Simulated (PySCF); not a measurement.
Magnetisability and related constants of SMILES [CH3][GeH2]/[CH]=C/C#N, C4H7GeN

The calculation used GIAO B3LYP/pcSseg-1 magnetisability, rotational g tensor and spin-rotation constants, non-relativistic, gas phase in PySCF. Geometry: GFN2-xTB.

Input:
```
{"job": {"kind": "mag", "xc": "B3LYP", "basis": "pcSseg-1", "isotopologues": 2}, "charge": 0, "multiplicity": 1}
C     -2.284100     0.443577    -0.157087
Ge    -0.871686    -0.659817     0.653708
C      0.830092    -0.348432    -0.250159
C      1.902689     0.181652     0.340125
C      3.108783     0.414814    -0.349774
N      4.085840     0.602728    -0.920908
H     -2.051788     1.499649    -0.044059
H     -2.375341     0.227311    -1.218842
H     -3.244947     0.252178     0.312333
H     -0.688955    -0.347551     2.113181
H     -1.210496    -2.119353     0.538463
H      0.898882    -0.605929    -1.300969
H      1.896639     0.459658     1.387668
```
Coordinates are in Å.

Command: `OMP_NUM_THREADS=1 python excited_run.py task.json out`

(1) What does the run print?

Results:

(1) Atoms count from 0.
```
coarse grid: 50560 points
cycle   1  E = -2288.0613499624  dE = -8.608e-02  |g| = 1.030e+00  |ddm| = 3.428e+00
cycle   2  E = -2287.8759294589  dE =  1.854e-01  |g| = 1.362e+00  |ddm| = 1.515e+00
cycle   3  E = -2288.1241656209  dE = -2.482e-01  |g| = 4.727e-01  |ddm| = 1.207e+00
cycle   4  E = -2288.1706396226  dE = -4.647e-02  |g| = 8.980e-02  |ddm| = 3.444e-01
cycle   5  E = -2288.1719975076  dE = -1.358e-03  |g| = 1.817e-02  |ddm| = 8.098e-02
cycle   6  E = -2288.1720749799  dE = -7.747e-05  |g| = 7.542e-03  |ddm| = 2.081e-02
cycle   7  E = -2288.1720876637  dE = -1.268e-05  |g| = 2.449e-03  |ddm| = 7.538e-03
cycle   8  E = -2288.1720891362  dE = -1.473e-06  |g| = 6.548e-04  |ddm| = 2.293e-03
final grid: 106472 points
cycle   9  E = -2288.1720640821  dE =  1.749e-07  |g| = 1.091e-03  |ddm| = 1.646e-03
cycle  10  E = -2288.1720632339  dE =  8.483e-07  |g| = 2.139e-03  |ddm| = 2.487e-03
cycle  11  E = -2288.1720643507  dE = -1.117e-06  |g| = 3.863e-04  |ddm| = 1.749e-03
cycle  12  E = -2288.1720643821  dE = -3.140e-08  |g| = 5.318e-05  |ddm| = 2.737e-04
cycle  13  E = -2288.1720643828  dE = -6.739e-10  |g| = 1.101e-05  |ddm| = 4.707e-05
converged SCF energy = -2288.1720643828

Magnetisability tensor (1e-30 J/T^2)
    -1221.34       25.33       46.34
       25.33    -1203.18       61.36
       46.34       61.36    -1077.52
isotropic -1167.35   principal values   -1239.30  -1225.21  -1037.53
isotropic susceptibility -70.299 1e-6 cm^3/mol

Inertial axes            a          b          c
rot. const./GHz      8.8084     0.8555     0.8119
chi total           -74.003    -72.014    -64.881
chi diamagnetic    -248.742  -1398.060  -1474.596
chi paramagnetic    174.739   1326.046   1409.715
quadrupole/D A      -20.490      8.777     11.713
g nuclear            0.6749     0.5205     0.5226
g electronic        -0.7231    -0.5330    -0.5377
g total             -0.0482    -0.0124    -0.0152

Spin-rotation constants (kHz, H = +C I.J)
atom  isotope        aa         bb         cc
  5    14N        0.585      0.186      0.177
  6     1H       -0.891     -0.063     -0.037
  7     1H       -1.006     -0.061     -0.028
  8     1H        0.040     -0.093     -0.096
  9     1H       -0.798     -0.051     -0.003
 10     1H       -0.639     -0.047     -0.017
 11     1H       -0.781     -0.058      0.046
 12     1H       -0.873     -0.058      0.029
  0    13C*       0.933      0.104      0.093
  1   73Ge*      -2.357     -0.242     -0.240
  2    13C*       4.063      0.191      0.362
  3    13C*       3.359      0.181      0.265
  4    13C*       0.356      0.372      0.351
* in the singly substituted isotopologue

Isotopologues: g along a, b, c
2H    at 6,7,8,9,10,11,    -0.0359    -0.0120    -0.0143
13C   at 0                 -0.0469    -0.0123    -0.0151
```

The calculation is non-relativistic, which matters for the atoms heavier than Zn.

It took 21 s wall time on 1 thread of an Arm Neoverse V2, shared host, peak memory 0.78 GiB.
